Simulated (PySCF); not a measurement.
Correlation energy of Os²⁺ (osmium, charge +2)

[Xe] 4f14 5d5 6s1, high-spin 7S determinant (an excited configuration). Calculation: PySCF 2.14, in aug-cc-pVDZ-PP with ECP60MDF; a scalar-relativistic core potential. Frozen: 5s2 5p6; 6 electrons correlated.

MP2 pair energies summed by pair of shells (mhartree):

| pair | energy | share (%) |
| --- | --- | --- |
| 5d-5d | -40.01 | 67.3 |
| 5d-6s | -19.43 | 32.7 |

Total MP2 correlation energy: -59.44 mhartree.

Same-spin part -59.44 and opposite-spin part 0.00 mhartree; SCS-MP2 scales them by 1/3 and 6/5 to -19.81 mhartree.
